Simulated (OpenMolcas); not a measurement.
## Se III: effect of the level shift or regulariser

| Property | Result |
| --- | --- |
| Program | OpenMolcas 26.06 |
| Basis | ANO-RCC [9s8p6d4f2g] |
| Scalar Hamiltonian | DKH2, point nucleus |
| Active space | 2 electrons in 9 orbitals (RAS2 4p; RAS3 4d 5s, at most 1 electron) |
| State averaging | 2S+1 = 3 even, 3 roots; 2S+1 = 1 even, 6 roots; 2S+1 = 3 odd, 18 roots; 2S+1 = 1 odd, 18 roots |
| Spin-orbit coupling | state interaction with AMFI integrals over the reference wave functions, term energies averaged over their components |

Methods on the same reference wave functions:
A. RASSCF
B. MS-RASPT2, IPEA 0.25 Eh, imaginary shift 0.1 Eh (closed shells correlated: 3d 4s)
C. MS-RASPT2, IPEA 0.25 Eh, real shift 0.2 Eh (closed shells correlated: 3d 4s)

Energies in cm⁻¹ above 4s² 4p² ³P₀, the measured ground level; measured values from Moore, Atomic Energy Levels, vol. II, NSRDS-NBS 35 (1971 reprint of NBS Circular 467, 1952).

```csv
Level,A,B,C,Measured
4s² 4p² ³P₀,0.0,0.0,0.0,0.0
4s² 4p² ³P₁,1475,1501,1501,1741
4s² 4p² ³P₂,3569,3520,3520,3937
4s² 4p² ¹D₂,15471,12740,12770,13032
4s² 4p² ¹S₀,34264,31740,31780,
4s² 4p 4d ³F°₂,121379,123280,123450,
4s² 4p 4d ³F°₃,122856,123990,124060,
4s² 4p 4d ³F°₄,124774,126040,126110,
4s² 4p 5s ³P°₀,127091,127020,127070,126277
4s² 4p 4d ¹D°₂,127126,119890,120520,
4s² 4p 5s ³P°₁,127706,127500,127560,126781
4s² 4p 5s ³P°₂ [66 %],130583,130620,130780,130391
4s² 4p 4d ³D°₁ [63 %],135132,128770,129170,
4s² 4p 4d ³D°₃,136986,130820,131190,
4s² 4p 4d ³P°₀,137050,132490,133060,
4s² 4p 4d ³P°₁ [51 %],137246,132830,133140,
4s² 4p 4d ¹F°₃,152073,146900,147080,
4s² 4p 4d ¹P°₁,152077,145480,146040,
```

Deviations, from unrounded energies. A percentage is the sum of absolute deviations over the sum of measured energies, with the sign that they share, or ± where signs differ.

| Against measurement | Levels | A | B | C |
| --- | --- | --- | --- | --- |
| mean absolute deviation (cm-1) | 6 | 830 | 440 | 480 |
| fine structure of the ground term (%) | 2 | -11.2 | -11.5 | -11.5 |
| other terms of the ground configuration (%) | 1 | +18.7 | -2.2 | -2.0 |
| other configurations (%) | 3 | +0.5 | +0.4 | +0.5 |

B lies closest to measurement on these levels and A furthest from it. The largest miss of B in the table is 4s² 4p 5s ³P°₀, by +740 cm-1. The ranking rests on the paired levels alone, and a cruder setting can come out closer through cancelling errors.

Between B and C the level of the table that moves most is 4s² 4p 4d ¹D°₂, by 630 cm-1 (lowest in B, highest in C). Moves below CASPT2's spread within the term are not significant.

The mean deviations of B to C differ by less than CASPT2's widest spread within a term (310 cm-1), so their order carries little weight.

From A to B the spin-free energies of the other terms of 4s² 4p² shown, above ³P, scale by factors of 0.78 to 0.92.

The lowest spin-free term lies below A's lowest term by 0.289 hartree in B, 0.289 hartree in C.

CASPT2 does not keep the components of a term degenerate, so their means are used; among the terms shown or strongly mixed into the levels shown the widest spread is 310 cm-1 (4s² 4p 4d ¹F°, B). Over all roots computed the reference weight is 0.89 to 0.96 in B; the roots of lowest weight are the least certain, and an intruder state may touch them. ANO sets are built for valence states and can reach diffuse excited orbitals poorly, and with the s shell closed the s pⁿ⁺¹ terms that mix with these levels are absent. With the s shell closed, the reference lacks s² → p² mixing. Computed and measured levels are paired by configuration, term and J; levels that our copy of the source lacks, or whose pairing is in doubt (as where it misses far off the trend of its configuration), stay unpaired and out of the deviations. Only configurations of the active space appear. The table leaves out levels that lie high or whose names do not pair safely across all columns.

A share in square brackets marks a mixed level and gives the weight of the term that names it, the lowest over the columns. ° marks odd parity.
